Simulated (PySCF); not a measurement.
Input of a response calculation (the driver script's job line, then coordinates in Å):

```
{"job": {"kind": "uv", "xc": "CAM-B3LYP", "basis": "def2-SVPD", "nstates": 8, "ntriplets": 3}, "charge": 0, "multiplicity": 1}
Li     2.985733    -0.220343    -0.184799
C      1.132716    -0.080875    -0.061233
C     -0.082604     0.007723     0.026310
C     -1.440486     0.106623     0.124084
N     -2.586737     0.189725     0.207313
```

Its output, with some lines taken out ([cut]) and without the SCF cycles:

```
converged SCF energy = -176.2894053104

[cut]

Singlet excitations
state   eV       nm        f      main configurations
[cut]
  2   4.8785    254.1   0.00000   H-1->L+1 0.26, H->L+2 0.26, H->L+1 0.09
  3   4.8785    254.1   0.00000   H->L+1 0.26, H-1->L+2 0.26, H-1->L+1 0.09
  4   5.0165    247.2   0.01174   H-1->L 0.86, H->L 0.10
  5   5.0173    247.1   0.01174   H->L 0.86, H-1->L 0.10
  6   6.2653    197.9   0.23085   H-2->L 0.84
  7   6.4363    192.6   0.33696   H-1->L+2 0.43, H->L+1 0.43, H-2->L 0.09
[cut]

Triplet excitations (Tamm-Dancoff, eV): 3.9237 4.2716 4.2716
```

Theory: TDDFT CAM-B3LYP/def2-SVPD, vertical, gas phase, core orbitals frozen in the response (PySCF 2.14.0, density-fitted response routines). Geometry: GFN2-xTB; no solvent, vibrations or thermal averaging.

Restore the lines that were cut, in order.

```
Static polarisability (au): isotropic 48.814, principal 31.263 31.263 83.914
  1   4.6887    264.4   0.00000   H->L+2 0.33, H-1->L+1 0.33, H-1->L+5 0.16
  8   6.7236    184.4   0.00000   H-1->L+5 0.28, H->L+6 0.28, H->L+2 0.16
```

Give the energy of state 3 in hartree, cm⁻¹ and kJ/mol.

0.17928 hartree, 39348 cm⁻¹, 470.7 kJ/mol.

Give the mean polarisability in Å³.

48.81 au × 0.148185 = 7.23 Å³.

What share of the summed oscillator strength falls to the strongest level in this window?

State 7 at 193 nm: 0.3370 of 0.5913, or 57%.

Write the structure that the coordinates describe.

`[Li][C]#CC#N` (C3LiN), point group C∞v.

H and L stand for HOMO and LUMO.
